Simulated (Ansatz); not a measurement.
Consider the formal exchange of groups at the Al–F bond: `[F][Al]([Cl])[Cl]` + `C=CCC=C` → `C=C[CH2][Al]([Cl])[Cl]` + `C=CF`.

Gas-phase electronic energies from Ansatz, PBE0-D4/def2-TZVP geometries. CBS: MP2 limit from def2 TZ/QZ plus the TZ coupled-cluster correction, frozen cores. This one scheme is used for every species. Functionals use def2-TZVPP. B3LYP here is the variant with VWN-RPA as its local correlation; programs differ in this. HSE06 is defined as in plane-wave codes. One conformer a species, not always the lowest.

```
         level  ΔE (kJ/mol)  difference from CCSD(T)/CBS
   LDA (SPW92)        173.4                        -42.2
        B97M-V        199.7                        -15.9
      B3LYP-D4        203.7                        -11.9
      BHLYP-D4        211.5                         -4.1
       r2SCANh        194.5                        -21.1
         HSE06        191.7                        -23.9
     CAM-B3LYP        211.2                         -4.4
 CCSD/def2-SVP        217.8                          2.2
 HF/def2-TZVPP        230.0                         14.4
CCSD/CBS(def2)        220.9                          5.3
   CCSD(T)/CBS        215.6                            0
```

Q: What do rigid-rotor, harmonic-oscillator terms from PBE0-D4/def2-TZVP frequencies (298.15 K, 1 bar) make of the CCSD(T)/CBS value? (Best estimate.)

A: Ansatz gave: ΔZPE = -5.1 kJ/mol, ΔH = +211.7 kJ/mol, ΔS = 10 J/(mol·K), ΔG = +208.8 kJ/mol.

Largest T1 diagnostic among the species: 0.012.

Leaving LDA and LC-ωPBE aside and taking each functional with its dispersion term where it has one, the values, not all of them listed here, spread over 31.5 kJ/mol, from PBE-D4 to B2PLYP. LDA lies −11.8 kJ/mol from PBE without D4. The D4 term adds −5.4 kJ/mol with B3LYP and −3.2 kJ/mol with PBE0; it sums over pairs of atoms, weighted by their polarisabilities, and B3LYP, whose exchange is more repulsive, gets the larger term. From BLYP to BHLYP (50 % exact exchange), in def2-TZVPP and without D4, ΔE moves by +12.1 kJ/mol.
